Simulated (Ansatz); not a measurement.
Abridged output of a molecular run in Ansatz:

```
Functional definition: HF
1462 factors; integrals over basis functions are off by at most 1.0e-3 eV
mean field evaluation 1: about -18623.6508 eV, gradient 6.6e1 eV
mean field evaluation 2: about -18623.8708 eV, gradient 6.6e1 eV
mean field evaluation 4: about -18631.8986 eV, gradient 1.0e1 eV
mean field evaluation 8: about -18632.1767 eV, gradient 9.7e-1 eV
mean field evaluation 16: about -18632.1806 eV, gradient 1.5e-6 eV
mean field -18632.18055931 eV, -684.7200062091 hartree, gradient 1.6e-6 eV, S^2 0.000000; 0 other end points of the search recorded, 0 dependent functions left out
8 core orbitals not correlated: weight in the atoms' cores, before any rotation towards them, 1.000 or more for the frozen orbitals, at most 0.000 for the correlated occupied ones
reference -18632.18055931 eV, -684.7200062091 hartree; 20, 20 occupied and 205, 205 virtual orbitals, 1462 factors
second order -36.90913729 eV of doubles, -0.00000000 eV of singles
cycle   1  -34.82412690 eV  change     2.1e0 eV  update   2.6e-1
cycle   2  -36.11744009 eV  change    -1.3e0 eV  update   1.7e-1
cycle   3  -36.44667031 eV  change   -3.3e-1 eV  update   4.5e-2
cycle   4  -36.46478997 eV  change   -1.8e-2 eV  update   2.0e-2
cycle   5  -36.43757782 eV  change    2.7e-2 eV  update   7.2e-3
cycle   6  -36.43556902 eV  change    2.0e-3 eV  update   3.2e-3
cycle   7  -36.43774070 eV  change   -2.2e-3 eV  update   1.3e-3
cycle   8  -36.43719950 eV  change    5.4e-4 eV  update   5.9e-4
cycle   9  -36.43726105 eV  change   -6.2e-5 eV  update   2.5e-4
cycle  10  -36.43772184 eV  change   -4.6e-4 eV  update   1.0e-4
cycle  11  -36.43750339 eV  change    2.2e-4 eV  update   5.3e-5
cycle  12  -36.43740781 eV  change    9.6e-5 eV  update   3.1e-5
cycle  13  -36.43746592 eV  change   -5.8e-5 eV  update   1.3e-5
cycle  14  -36.43744623 eV  change    2.0e-5 eV  update   6.3e-6
perturbative correction -1.91228175 eV, -0.0702750583 hartree
Total energy: -18670.53028730 eV, -686.1293327182 hartree
```

Its atoms:

Z-matrix (Å, degrees):
```
Nb
O 1 1.882
F 1 1.871 2 108.4
N 1 1.948 2 109.1 3 119.8
S 1 2.142 2 111.8 3 -123.3
H 2 0.959 1 131.4 3 123.2
H 4 1.009 1 126.3 2 126.8
H 4 1.012 1 122.7 2 -49.4
```

Which basis set was used?
A. cc-pV(Q+d)Z
B. def2-TZVPP
C. cc-pV(D+d)Z
D. def2-SVPD

B. It gives 233 functions.

Write the keys of the input that set method, charge and spin (a neutral closed shell needs none for the last two).


```yaml
correlation: {method: ccsd_t}
```
